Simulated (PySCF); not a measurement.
Correlation energy of Ag(35+) (silver, charge +35)

[Ne] 3s2, closed-shell 1S. Computed with PySCF 2.14 in an even-tempered Gaussian basis (18 s from 5.9 bohr⁻², ratio 2.5; 12 p from 7.7 bohr⁻², ratio 2.5; 4 d from 29 bohr⁻², ratio 2.7; 4 f from 43 bohr⁻², ratio 2.7), with the spin-free X2C one-electron Hamiltonian (Gaussian nucleus). Frozen: 1s2; 10 electrons correlated; the 22 highest virtual orbitals of each spin left out.

| level | correlation energy (mhartree) |
| --- | --- |
| CCSD | -477.39 |
| (T) | -1.12 |
| CCSD(T) | -478.51 |

Diagnostics: T1 = 0.00030, D1 = 0.0009, largest double amplitude 0.064.

Cost of the coupled-cluster step: roughly 3 core-seconds, for 10 correlated electrons.

At this charge the one-electron X2C treatment keeps the bare 1/r₁₂, with no two-electron picture change or Breit term. The effect here is smaller than on the frozen 1s shell; and a scalar Hamiltonian misses the large spin-orbit splitting of the p shells, which matters for ns² → np² pairs.
